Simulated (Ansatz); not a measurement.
One change: `[CH3][GaH][GeH2][C]#N` becomes `N#[C][GeH3]`.

Ansatz, PBE0-D4/def2-TZVP geometries, multiplicity 1. Each molecule was computed in one conformer, which needn't be the lowest.

Scalar relativity is left out up to krypton.

```csv
property,`[CH3][GaH][GeH2][C]#N`
size of the dipole moment (PBE/def2-TZVPP) / D,4.15
size of the dipole moment (B3LYP/def2-TZVPP) / D,4.27
size of the dipole moment (ωB97M-V/def2-TZVPP) / D,4.27
HOMO energy (PBE/def2-TZVPP) / eV,-6.79
HOMO–LUMO gap (B3LYP/def2-TZVPP) / eV,5.16
HOMO energy (PBE0/def2-TZVPP) / eV,-7.87
```

(1) Give the same properties after the change, and the shifts. (An estimate is asked.)

## Answers

(1) Computed: 
```
                                          property  `N#[C][GeH3]`  shift
    size of the dipole moment (PBE/def2-TZVPP) / D           3.79  -0.36
  size of the dipole moment (B3LYP/def2-TZVPP) / D           3.90  -0.37
size of the dipole moment (ωB97M-V/def2-TZVPP) / D           3.92  -0.35
                 HOMO energy (PBE/def2-TZVPP) / eV          -8.38  -1.59
             HOMO–LUMO gap (B3LYP/def2-TZVPP) / eV           8.96   3.80
                HOMO energy (PBE0/def2-TZVPP) / eV          -9.71  -1.84
```

With PBE0 the HOMO falls by 1.84 eV and the LUMO rises by 1.99 eV, so the gap widens by about 3.83 eV. PBE moves the HOMO by -1.59 eV and ωB97M-V by -2.11 eV. Dipoles are sizes alone; their direction can turn.

B3LYP here is the variant with VWN-RPA as its local correlation; programs differ in this.
